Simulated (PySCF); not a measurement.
C7H8ClO (doublet state).
Numbering: `[CH2:1]=[CH:2][C@@H:3]([CH3:4])[C:5]1[O:6]/[C:7]1=[CH:8]/[Cl:9]` (hydrogens: H10, H11 on C1; H12 on C2; H13 on C3; H14, H15, H16 on C4; H17 on C8)

Structure used (GFN2-xTB), in Å, numbered top down from 1:
```xyz
17
C7H8ClO angstrom
C     -1.2368    2.2123    0.2988
C     -0.9095    1.0399   -0.2143
C     -0.7686   -0.2246    0.5996
C     -1.4202   -1.4185   -0.0982
C      0.6782   -0.4451    0.7428
O      1.6934    0.3087    1.3652
C      1.8988   -0.3572    0.1306
C      2.8997   -0.5753   -0.6986
Cl     2.6471   -1.5047   -2.1275
H     -1.3043    3.0973   -0.3105
H     -1.4542    2.3353    1.3469
H     -0.6739    0.9306   -1.2639
H     -1.2038   -0.0742    1.5924
H     -0.9467   -1.5978   -1.0603
H     -2.4763   -1.2174   -0.2581
H     -1.3212   -2.3145    0.5092
H      3.8913   -0.1827   -0.5639
```

The hyperfine couplings belong to this conformer and change with its torsions.

Method: UKS B3LYP, pcH-1 on C Cl H O, non-relativistic, mean-field spin-orbit, GIAO in PySCF. One conformer (not necessarily the lowest) at the GFN2-xTB geometry, without solvent, vibrations or thermal averaging. Couplings are sensitive to structure, and on GFN2-xTB geometries they can be far from those on DFT ones. The SCF solution wasn't tested for stability.

Principal values of hyperfine tensors in MHz (contact, dipolar and spin–orbit terms together), for some of the nuclei:

```
atom  isotope      A1      A2      A3
  C5      13C  130.37  133.84  333.60
  C2      13C   40.21   45.89   59.25
  O6      17O  -96.90    6.40   12.19
  C7      13C  -35.51  -23.47  -14.20
 H13       1H   12.90   14.01   27.95
  C8      13C    0.98    2.08   30.02
  C4      13C    9.02    9.12   12.76
  C1      13C    1.26    2.31   15.82
```

Task: Split each tensor into its isotropic and traceless parts, and turn a_iso into mT with g = 2.0037.

Result: a_iso is a third of the trace, T = A − a_iso, and a(mT) = a(MHz)/(g × 13.996). The tensors hold a spin–orbit part: the run splits a_iso into a_FC + a_SO, and T includes its anisotropic share.

| atom | a_iso (MHz) | a_FC | a_SO | a_iso (mT) | T1 | T2 | T3 |
| --- | --- | --- | --- | --- | --- | --- | --- |
| C5 | 199.27 | 199.25 | 0.01 | 7.105 | -68.90 | -65.43 | 134.33 |
| C2 | 48.45 | 48.46 | -0.01 | 1.728 | -8.24 | -2.56 | 10.80 |
| O6 | -26.10 | -26.07 | -0.03 | -0.931 | -70.80 | 32.51 | 38.29 |
| C7 | -24.39 | -24.42 | 0.02 | -0.870 | -11.11 | 0.92 | 10.19 |
| H13 | 18.29 | 18.28 | 0.00 | 0.652 | -5.39 | -4.28 | 9.67 |
| C8 | 11.03 | 10.96 | 0.07 | 0.393 | -10.05 | -8.95 | 18.99 |
| C4 | 10.30 | 10.30 | 0.00 | 0.367 | -1.29 | -1.18 | 2.46 |
| C1 | 6.47 | 6.47 | -0.01 | 0.231 | -5.20 | -4.15 | 9.36 |

Task: What spin density at the nucleus of C2 lies behind its contact coupling (g_N = 1.40482)?

Result: a_FC = (2μ0/3) gₑ μB g_N μN ρ(0)/(2S·h) = 800.24 MHz × g_N × ρ(0)/(2S), with ρ in bohr⁻³. With a_FC = 48.46 MHz and 2S = 1, ρ(0) = 0.04311 bohr⁻³.

Task: H17 (1H, g_N = 5.58569) isn't in the table. Its spin density at the nucleus is -0.002123 bohr⁻³. What is its contact coupling?

Result: By the same relation, a_FC = -9.49 MHz. Its full tensor has the principal values -13.91, -10.99, -3.53 MHz.

Task: Which nucleus of the table has the largest anisotropic coupling, and what is its form?

Result: C5: -68.9, -65.4, 134.3 MHz, nearly axial, close to the ratio −1:−1:+2, the form that spin in one p orbital centred on that nucleus gives.

Task: What first-order splitting does C2 cause when the field lies along A1, A2 or A3 of its tensor (g taken as isotropic, no quadrupole term)?

Result: 2 lines (I = 1/2), spaced by |A_i|/(g × 13.996): 1.43, 1.64, 2.11 mT along the axes of A1, A2 and A3.
